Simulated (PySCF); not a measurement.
**Basis and Hamiltonian dependence of the excitation energy of As⁺**

As⁺ [Ar] 3d10 4s2 4p2 (3P) → As⁺ [Ar] 3d10 4s1 4p3 (5S). Calculated with PySCF 2.14 from differences of total energies of unrestricted determinants, without spin-orbit coupling. Values in eV.

```
                                                            basis       Hamiltonian  functions    UHF    LDA   PBE0  MP2 (valence)  CCSD(T) (valence)
                                     aug-cc-pVDZ-PP with ECP10MDF               ECP         32  4.881  7.583  6.866          5.653              5.979
                                                     x2c-TZVPPall     spin-free X2C         48  4.951  7.576  6.905          5.877              6.162
                                     aug-cc-pVQZ-PP with ECP10MDF               ECP         89  4.852  7.578  6.858          5.884              6.140
                                                      def2-QZVPPD  non-relativistic         95  4.406  6.993  6.352          5.444              5.711
                                                     x2c-QZVPPall     spin-free X2C         97  4.863  7.530  6.856          5.891              6.145
x2c-QZVPPall with one added diffuse shell each of s, p, d, f type     spin-free X2C        113  4.864  7.530  6.856          5.893                n/a
                                                       dyall-av3z     spin-free X2C        144  4.862  7.525  6.854          5.825                n/a
```

Frozen in the all-electron rows: valence: [Ar] 3d10; with a core potential, the same shells as far as they lie outside it.

Non-relativistic rows lack the scalar-relativistic shift.

Reference for a calculation without spin-orbit coupling: 6.577 eV (measured, between term centres; NIST).
